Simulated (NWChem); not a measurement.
System: NaOH; SMILES [Na][OH]

```xyz
3

Na    -0.0667    -0.9424     0.0000
O      0.1330     0.9559     0.0000
H      0.2311     1.9075     0.0000
```
Atoms are numbered in this order, from 1.

Level: PBE0/def2-SVP (NWChem), optimised geometry, unscaled harmonic frequencies. 

```csv
frequency (cm⁻¹),IR intensity (km/mol)
148,59.7
620,47.9
3987,8.3
```

```yaml
zero_point_energy: 6.8 kcal/mol
thermal correction to the enthalpy at 298.15 K (with zero-point energy): 9.7 kcal/mol
heat capacity Cv: 8.9 cal/(mol K)
entropy at 298.15 K and 1 atm (symmetry number 1): 46.4 cal/(mol K)
dipole_moment: 5.71 D
```

Rigid rotor and harmonic oscillator.
